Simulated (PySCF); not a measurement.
Atoms are numbered as in `[CH3:1][CH2:2][O:3][Si:4]([CH3:5])([CH3:6])[CH3:7]`. Hydrogens are named by the atom that carries them.

GIAO PBE0/pcSseg-1 shifts (PySCF 2.14, gas phase, non-relativistic, equivalent atoms averaged), each against references optimised in the same way as the molecule (TMS, H2O).

On the GFN2-xTB geometry: C2 61.3, C1 20.8, C5/C6/C7 -0.2, O3 55.3, Si4 10.8, H(C2) 3.83, H(C1) 1.29, H(C5)/H(C6)/H(C7) 0.04 ppm.

What changes on the PBE0-D3(BJ)/def2-SVP geometry?

Results:


| atoms | δ (ppm) | change |
| --- | --- | --- |
| C2 | 59.5 | -1.8 |
| C1 | 20.5 | -0.3 |
| C5/C6/C7 | -1.3 | -1.1 |
| O3 | 55.9 | +0.6 |
| Si4 | 20.9 | +10.1 |
| H(C2) | 3.53 | -0.30 |
| H(C1) | 1.23 | -0.06 |
| H(C5)/H(C6)/H(C7) | 0.08 | +0.04 |

Bonds between heavy atoms that differ most (equivalent bonds averaged): O3–Si4 1.634 → 1.680 Å, Si4–C5 1.906 → 1.874 Å, C1–C2 1.521 → 1.512 Å. Mean change of bonds to hydrogen: C–H +0.015 Å. The two structures also differ in conformation, which adds to the changes.
